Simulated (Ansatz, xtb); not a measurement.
# Two isomers of C3H7BrSi2

Structure X: `C=C1[SiH2]C[Si@@H]1Br`, a singlet. Structure Y: `Br[Si@@H]1C=C[SiH2]C1`, a singlet. Both are isolated molecules in the gas phase, relaxed with B3LYP/def2-SVP; the shapes shown needn't be the lowest conformers.

X (Å):

```xyz
13

C    -1.0390    2.8513   -0.2013
C    -1.1456    1.6032    0.2754
C    -1.3265   -1.0045    0.8743
Br   -3.7598    0.0255   -1.4614
Si    0.0764    0.3023    0.9422
Si   -2.5670    0.3661    0.4250
H    -1.8995    3.3969   -0.6111
H    -0.0857    3.3961   -0.2201
H     0.5690    0.5783    2.3250
H     1.2481    0.0174    0.0613
H    -1.1821   -1.7336    0.0609
H    -1.5423   -1.5602    1.7994
H    -3.5594    0.6722    1.4944
```

Y (Å):

```yaml
atoms:
  - { symbol: C, position_ang: [-0.7329, -2.0895, -0.6609] }
  - { symbol: C, position_ang: [-0.0782, -1.8974, 0.5060] }
  - { symbol: C, position_ang: [-0.6019, 0.8268, -0.4206] }
  - { symbol: Br, position_ang: [-3.4633, -0.4518, -1.8735] }
  - { symbol: Si, position_ang: [-1.2215, -0.5289, -1.5837] }
  - { symbol: Si, position_ang: [0.2288, -0.1033, 1.0169] }
  - { symbol: H, position_ang: [-0.6429, -0.4574, -2.9539] }
  - { symbol: H, position_ang: [-0.9539, -3.1014, -1.0255] }
  - { symbol: H, position_ang: [0.2480, -2.7593, 1.1046] }
  - { symbol: H, position_ang: [1.6906, 0.1911, 1.1114] }
  - { symbol: H, position_ang: [-0.3836, 0.2060, 2.3435] }
  - { symbol: H, position_ang: [0.1040, 1.4952, -0.9396] }
  - { symbol: H, position_ang: [-1.4402, 1.4456, -0.0643] }
```

Q: Estimate E(Y) − E(X) at the level CCSD(T)/def2-SVP + ΔMP2/def2-TZVPP.

A: Calculated at CCSD(T)/def2-SVP + ΔMP2/def2-TZVPP: E(Y) − E(X) = −16.8 kcal/mol, so structure Y lies lower.

The same difference at several levels:

```tsv
level	geometry	E(Y) − E(X) (kcal/mol)	departure from the last row (kcal/mol)	job, with rough time for the two
GFN2-xTB	GFN2-xTB	−14.5	+2.2	optimisation, 0.21 s
HF/STO-3G	GFN2-xTB	−26.5	−9.8	single point, 0.52 s
r2SCAN-D4/def2-SVP	GFN2-xTB	−18.4	−1.7	single point, 5 s
B3LYP/def2-SVP	B3LYP/def2-SVP	−16.1	+0.7	optimisation, 85 s
HF/def2-SVP	B3LYP/def2-SVP	−18.1	−1.4	part of the CCSD(T) run
MP2/def2-SVP	B3LYP/def2-SVP	−17.4	−0.7	part of the CCSD(T) run
CCSD(T)/def2-SVP	B3LYP/def2-SVP	−17.0	−0.3	single point
CCSD(T)/def2-SVP + ΔMP2/def2-TZVPP	B3LYP/def2-SVP	−16.8		single point, 77 s
```

As drawn, both hold the same kinds of bond in the same numbers. Structure X has a 4-membered ring, Y a 5-membered ring.

None of the levels shown reverses the order. The largest departure from CCSD(T)/def2-SVP + ΔMP2/def2-TZVPP is that of HF/STO-3G, 9.8 kcal/mol. The last row adds to CCSD(T) the change of the MP2 difference between the two basis sets, here +0.3 kcal/mol.

With thermal terms from frequencies at re-optimised GFN2-xTB minima (ideal gas, soft modes damped towards free rotors, one conformer each, 298.15 K, 1 atm): the zero-point term adds +0.6 kcal/mol; ΔH is −16.4 and ΔG −15.8 kcal/mol.

The correlated steps freeze 22 core orbitals; the filled d shell of Br is correlated, in a basis made for valence electrons. Programs: Ansatz 0.2.0, xtb 6.7.1; the last row on 4 threads of Arm Neoverse V1 on a shared host.
